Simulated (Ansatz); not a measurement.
`O=C[SiH2]Cl` → `C=O` + `[SiH]Cl` at 700 K and 1 bar (silylene formation by 1,1-elimination).

Calculated with Ansatz (gas phase, PBE0-D4/def2-TZVP geometries, no zero-point term in ΔE). CBS: MP2 limit from def2 TZ/QZ plus the TZ coupled-cluster correction, frozen cores. This one scheme is used for every species. Each species was taken in one conformer, which may not be the lowest.

```json
{"species": "`O=C[SiH2]Cl`", "CCSD(T)/CBS energy (Eh)": "-863.90082", "H − E (kJ/mol)": "154.5", "S (J/(mol·K))": "408.9"}
{"species": "`C=O`", "CCSD(T)/CBS energy (Eh)": "-114.39408", "H − E (kJ/mol)": "97.4", "S (J/(mol·K))": "254.3"}
{"species": "`[SiH]Cl`", "CCSD(T)/CBS energy (Eh)": "-749.43948", "H − E (kJ/mol)": "49.2", "S (J/(mol·K))": "290.2"}
```

H − E and S are ideal-gas, rigid-rotor, harmonic terms from PBE0-D4/def2-TZVP, for one conformer and one mirror image of each species. 1 Eh = 2625.50 kJ/mol, R = 8.31446 J/(mol·K).

Problem. By hand: ΔE, ΔH, ΔS and ΔG.

Solution. ΔE = (-114.39408) + (-749.43948) − (-863.90082) = 0.06726 Eh = 176.6 kJ/mol. Δ(H − E) = 97.4 + 49.2 − 154.5 = -7.9, so ΔH = 168.7 kJ/mol. ΔS = 254.3 + 290.2 − 408.9 = 135.6 J/(mol·K). ΔG = 168.7 − 700 × (135.6)/1000 = 73.8 kJ/mol.

Problem. By hand: the equilibrium constant, and the temperature at which ΔG would vanish if ΔH and ΔS stayed fixed.

Solution. log₁₀ K = −ΔG/(RT ln 10) = -5.5. ΔG = 0 at ΔH/ΔS = 1244 K.

The number of gas molecules changes by +1, which sets the sign of ΔS. A doubt of 5 kJ/mol in ΔE shifts log₁₀ K by 0.4 here. Other conformers and mirror images would add mixing entropy, several J/(mol·K) or more a flexible species. Modes under 60 cm⁻¹, often nearly free rotors, make the harmonic entropy too high. These are equilibria of isolated gas molecules and say nothing of rates. Largest T1 diagnostic: 0.015 (customary marks: 0.02 for closed shells, 0.045 for open ones).
